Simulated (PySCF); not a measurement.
**Functional dependence of a UV spectrum**

Species: trichlorosilane, Cl3HSi.
Geometry (PBE0-D3(BJ)/def2-SVP, Å), atoms numbered from 1 in this order:
```
atom  x, y, z in Å
Cl1   -0.949    1.671   -0.587
Si2    0.006    0.003    0.112
Cl3   -1.000   -1.663   -0.517
Cl4    1.909   -0.037   -0.631
H5     0.051    0.031    1.587
```

Linear-response calculations in the def2-SVPD basis (PySCF; singlets by full response, triplets Tamm–Dancoff, core orbitals frozen in the response; HF means time-dependent Hartree–Fock). 'Strongest' is the level of largest summed f among the singlets computed (10 roots, of which the last may lack a degenerate partner); it can jump between rows when another state enters that window. S1 is the lowest singlet of each run and needn't be the same state throughout; f(S1) is that of one state. Isolated species at its PBE0-D3(BJ)/def2-SVP geometry, gas phase.

```csv
functional,kind,S1 (eV),f(S1),strongest (eV),T1 (eV),HOMO (eV),gap (eV),"ionisation energy, ΔSCF (eV)"
LDA,LDA,6.66,0.000,7.31,6.40,-8.19,6.51,11.17
PBE,GGA,6.74,0.000,7.41,6.43,-8.09,6.60,11.02
B3LYP,"global hybrid, 20% exact exchange",7.27,0.000,8.29,6.89,-9.19,8.39,11.44
PBE0,"global hybrid, 25% exact exchange",7.51,0.000,8.45,7.08,-9.50,8.96,11.57
BHandHLYP,"global hybrid, 50% exact exchange",8.05,0.000,8.45,7.55,-10.73,11.14,11.90
CAM-B3LYP,range-separated hybrid,7.73,0.000,8.71,7.27,-10.83,11.30,not settled
LC-wPBE,range-separated hybrid,8.21,0.000,9.10,7.65,-12.30,13.94,12.32
HF,Hartree–Fock,9.12,0.000,10.12,8.44,-12.78,14.90,not settled
```

**Question.** What does wB97X-D (range-separated hybrid) give?

**Answer.** S1 (eV) 7.79, f(S1) 0.000, strongest (eV) 8.73, T1 (eV) 7.35, HOMO (eV) -11.36, gap (eV) 12.56, ionisation energy, ΔSCF (eV) 11.85. S1 runs from 6.66 eV (LDA) to 9.12 eV (HF), a spread of 2.45 eV, while the orbital gap spreads over 8.4 eV. Along PBE (0%), B3LYP (20%), PBE0 (25%), BHandHLYP (50%), HF (100%) S1 rises with the share of exact exchange. −ε(HOMO) comes closest to its own ΔSCF ionisation energy with LC-wPBE (-0.02 eV) and misses most with LDA (-2.97 eV). 'Not settled' means that the ion's SCF failed to converge or may have ended in another state than the lowest.
